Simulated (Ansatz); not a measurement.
C2H5BrO (`CC(O)Br`), 9 atoms. Charge 0, multiplicity 1. Correlated methods include outer-core shells of Br, which these sets cover unevenly. Scalar relativity is left out up to krypton. All runs use 4 threads of an Intel Xeon 6985P-C on a shared host. Correlated methods freeze the cores.

(1) Give the basis size and wall time and peak host memory of each of these runs in Ansatz. RKS ωB97X-V/def2-TZVPP energy; RKS PBE0-D4/def2-TZVP relaxation (7 steps); RHF-CCSD(T)/def2-TZVPP energy; RKS PBE0-D4/def2-QZVPP energy; direct RPA on PBE orbitals/def2-TZVPP energy; RKS PBE0-D4/def2-SVP energy; RKS ωB97M-V/def2-QZVPP energy; RKS r2SCAN-D4/def2-TZVPP energy and forces; RKS PBE0-D4/def2-TZVP frequencies; RKS ωB97M-V/def2-TZVPP energy and forces; RKS BHLYP-D4/def2-TZVPP energy; RKS ωB97M-V/def2-SVP energy. (An estimate is asked.)

## Answers

(1) Ansatz gave: Other jobs shared the machine, so times are rough.

| level | job | functions | wall time | peak host memory (GiB) |
| --- | --- | --- | --- | --- |
| RKS PBE0-D4/def2-SVP | energy | 99 | 0.6 s | 0.21 |
| RKS BHLYP-D4/def2-TZVPP | energy | 211 | 1.2 s | 0.52 |
| RKS r2SCAN-D4/def2-TZVPP | energy and forces | 211 | 1.7 s | 0.28 |
| RKS ωB97M-V/def2-SVP | energy | 99 | 1.7 s | 0.3 |
| direct RPA on PBE orbitals/def2-TZVPP | energy | 211 | 2 s | 0.46 |
| RKS ωB97X-V/def2-TZVPP | energy | 211 | 2.7 s | 0.61 |
| RKS PBE0-D4/def2-QZVPP | energy | 410 | 3.2 s | 1.3 |
| RKS ωB97M-V/def2-TZVPP | energy and forces | 211 | 3.8 s | 0.7 |
| RKS ωB97M-V/def2-QZVPP | energy | 410 | 7 s | 1.6 |
| RKS PBE0-D4/def2-TZVP | relaxation (7 steps) | 171 | 10 s | 0.43 |
| RHF-CCSD(T)/def2-TZVPP | energy | 211 | 24 s | 3.5 |
| RKS PBE0-D4/def2-TZVP | frequencies | 171 | 51 s | 0.44 |
